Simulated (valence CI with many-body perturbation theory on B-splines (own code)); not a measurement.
# Lu⁶⁶⁺: key properties

Calculated by configuration interaction combined with many-body perturbation theory (CI+MBPT): three valence electrons over a frozen Dirac-Fock core [He], radial functions for each j: 11 s, 11 p, 9 d, 7 f, 5 g, 2 h, 1 i, with the one-electron correlation potential Σ1, the two-electron term Σ2, the three-electron term Σ3, Breit, model QED; selected CI, second order for the rest (own B-spline code, finite nucleus).

No measured spectrum was set against this ion. As an estimate, large intervals hold to a few tenths of a per cent, small ones and those within an open d or f shell to about a per cent.

Levels are named by their leading jj configuration (3d3/2^4 stands for four electrons in 3d with j = 3/2), which in mixed levels can hold well under half, so a name can repeat and another be missing.

Rates and lifetimes use the calculated energies. Strong lines usually hold to 10 to 20 %, long lifetimes can be off by a factor of two.

What is the ground level?

(2s^2 2p1/2) J=1/2, composition 100 % 2s²2p ²P°, g = 0.620.

Among levels below 877.23 Ry, which E1 lines absorb most strongly from the ground level?

to (2s^2 3d3/2) J=3/2 at 0.1222 nm, f = 0.560; to (2s 2p1/2 3p1/2) J=3/2 at 0.1250 nm, f = 0.201; to (2s 2p1/2 2p3/2) J=3/2 at 0.8269 nm, f = 0.159.

What is the ionisation energy?

17112 eV; NIST lists 17120 ± 40 eV (theoretical).

How well does LS coupling describe the low levels?

Among the lowest 20 levels the leading LS term, summed over configurations, holds 76 % on average. For single configurations the figures are 76 % in LS and 99 % in jj coupling. Terms mix most in the J = 3/2 level at 129.52 Ry, where the leading one holds 49 %.

Name the longest-lived excited levels whose lifetime is computed, and their main decay.

(2s 2p1/2 2p3/2) J=5/2 at 105.01 Ry lives 126 ps, mostly by E1 to (2s^2 2p3/2) J=3/2; (2s 2p1/2^2) J=1/2 at 18.56 Ry lives 45.2 ps, mostly by E1 to (2s^2 2p1/2) J=1/2; (2s^2 2p3/2) J=3/2 at 89.05 Ry lives 32.8 ps, mostly by E1 to (2s 2p1/2^2) J=1/2.
